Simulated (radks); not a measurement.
The numbers below are computed, except where a source is named.
Problem. Eu33+, configuration [Ar] 3d10 4s2 (the NIST ground configuration). Level of theory: scalar-relativistic Kohn-Sham, PBE, spin-polarised, spherical densities, point nucleus (a radial shooting solver on a logarithmic mesh with Libxc functionals). Some entries of the table are withheld. Estimate them.

orbital,occ.,eigenvalue (Ry),<1/r> (bohr^-1),<r^2> (bohr^2)
1s,2,-3651.283,70.24,0.0006790
2s,2,-677.8252,(1),(2)
2p,6,(3),15.26,0.008547
3s,2,-217.4560,6.072,0.06879
3p,6,-197.6838,(4),0.06828
3d,10,-171.9438,5.448,0.05642
4s,2,-102.4137,2.929,0.2778
4p,0,-94.96410,2.781,(5)
5s,0,-59.76204,1.736,0.7868

Solution. 
(1) 2s <1/r> (bohr^-1): 16.31
(2) 2s <r^2> (bohr^2): 0.01064
(3) 2p eigenvalue (Ry): -614.4785
(4) 3p <1/r> (bohr^-1): 5.730
(5) 4p <r^2> (bohr^2): 0.2918
